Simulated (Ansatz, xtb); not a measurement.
## Relative energy of two isomers of CH5NTe

Structure X is `CN[TeH]`, a singlet and structure Y is `C[Te]N`, a singlet. Both are isolated molecules in the gas phase, relaxed with BLYP-D3(BJ)/def2-SVP; the shapes shown needn't be the lowest conformers.

X (Å):

```yaml
atoms:
  - { symbol: C, position_ang: [-1.0270, -2.0071, 1.4968] }
  - { symbol: N, position_ang: [-1.3027, -1.6309, 2.8888] }
  - { symbol: Te, position_ang: [-3.3191, -1.5295, 3.4513] }
  - { symbol: H, position_ang: [0.0745, -2.0880, 1.3632] }
  - { symbol: H, position_ang: [-1.4678, -3.0017, 1.2866] }
  - { symbol: H, position_ang: [-1.4118, -1.2980, 0.7233] }
  - { symbol: H, position_ang: [-0.8799, -0.7192, 3.1086] }
  - { symbol: H, position_ang: [-3.8863, -0.4079, 2.2859] }
```

Y (Å):

```yaml
atoms:
  - { symbol: C, position_ang: [-0.9656, -2.4421, 1.3092] }
  - { symbol: N, position_ang: [-2.5349, -0.3200, 3.3465] }
  - { symbol: Te, position_ang: [-0.7019, -1.3332, 3.2092] }
  - { symbol: H, position_ang: [-1.8225, -3.1344, 1.3946] }
  - { symbol: H, position_ang: [-1.1136, -1.7304, 0.4771] }
  - { symbol: H, position_ang: [-0.0350, -3.0196, 1.1444] }
  - { symbol: H, position_ang: [-3.2969, -1.0143, 3.3397] }
  - { symbol: H, position_ang: [-2.6531, 0.2635, 2.5049] }
```

Quicker runs give these differences E(Y) − E(X): GFN2-xTB +5.5 kcal/mol; HF/STO-3G −7.5 kcal/mol (at GFN2-xTB geometries); r2SCAN-D4/def2-SVP −6.8 kcal/mol (at GFN2-xTB geometries).

Q: Estimate E(Y) − E(X) at the level CCSD(T)/def2-TZVP.

A: Calculated at CCSD(T)/def2-TZVP: E(Y) − E(X) = −10.2 kcal/mol, so structure Y lies lower.

The same difference at several levels:

| level | geometry | E(Y) − E(X) (kcal/mol) | departure from the last row (kcal/mol) | job, with rough time for the two |
| --- | --- | --- | --- | --- |
| GFN2-xTB | GFN2-xTB | +5.5 | +15.8 | optimisation, 0.092 s |
| HF/STO-3G | GFN2-xTB | −7.5 | +2.7 | single point, 0.88 s |
| r2SCAN-D4/def2-SVP | GFN2-xTB | −6.8 | +3.4 | single point, 4.4 s |
| BLYP-D3(BJ)/def2-SVP | BLYP-D3(BJ)/def2-SVP | −6.7 | +3.6 | optimisation, 29 s |
| HF/def2-TZVP | BLYP-D3(BJ)/def2-SVP | −8.3 | +1.9 | part of the CCSD(T) run |
| MP2/def2-TZVP | BLYP-D3(BJ)/def2-SVP | −11.3 | −1.1 | part of the CCSD(T) run |
| CCSD(T)/def2-TZVP | BLYP-D3(BJ)/def2-SVP | −10.2 |  | single point, 2 min |

As drawn, Y has 1 C–Te, 1 N–H in place of 1 C–N, 1 Te–H.

GFN2-xTB puts the two in the other order. The largest departure from CCSD(T)/def2-TZVP is that of GFN2-xTB, 15.8 kcal/mol.

With harmonic frequencies from BLYP-D3(BJ)/def2-SVP (ideal gas, rigid rotor, one conformer each, 1000 K, 1 atm): the zero-point term adds +1.0 kcal/mol; ΔH is −8.6 and ΔG −12.7 kcal/mol.

The correlated steps freeze 6 core orbitals; the filled d shell of Te is correlated, in a basis made for valence electrons. Atoms past krypton carry core potentials in the def2 sets, other sets are all-electron and non-relativistic, and no spin–orbit term is included. Mirror images aren't counted in ΔG. Programs: Ansatz 0.2.0, xtb 6.7.1; the last row on 1 thread of Arm Neoverse V1 on a shared host.
